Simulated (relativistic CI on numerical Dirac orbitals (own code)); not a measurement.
# Sn L: sensitivity of the levels to the model

Base calculation: Dirac-Coulomb-Breit CI, separate exchange-only KLI orbitals for each configuration, QED by a radiative potential.

Configuration list: 1s, 2s, 2p, 3s, 3p, 3d, 4s, 4p, 4d, 4f, 5s, 5p, 5d, 5f, 5g, 6s, 6p, 6d. Levels of other configurations are missing.

Variants: (1) QED terms removed; (2) non-relativistic limit. Shifts of the energy above 1s 2S_1/2, in eV, for the lowest level and the first level of each name with at least 55 % of one term (blank where a level changes its place among those of its configuration and J or its character, or is not in the variant):

```tsv
Level	Base	Δ(1)	Δ(2)
1s 2S_1/2	0.0	0.0	0.0
2p 2P°_1/2	26308.3	+33.8	-798.6
2s 2S_1/2	26313.8	+28.6	-804.0
2p 2P°_3/2	26617.7	+33.3	-1108.0
3p 2P°_1/2	31278.7	+33.9	-1044.9
3s 2S_1/2	31280.4	+32.4	-1046.5
3d 2D_3/2	31370.4	+34.0	-1136.6
3p 2P°_3/2	31370.6	+33.8	-1136.8
3d 2D_5/2	31399.1	+33.9	-1165.2
4p 2P°_1/2	33005.5	+34.0	-1118.2
4s 2S_1/2	33006.2	+33.3	-1118.9
4d 2D_3/2	33044.1	+34.0	-1156.8
4p 2P°_3/2	33044.2	+33.9	-1156.8
4f 2F°_5/2	33056.2	+34.0	-1168.9
```
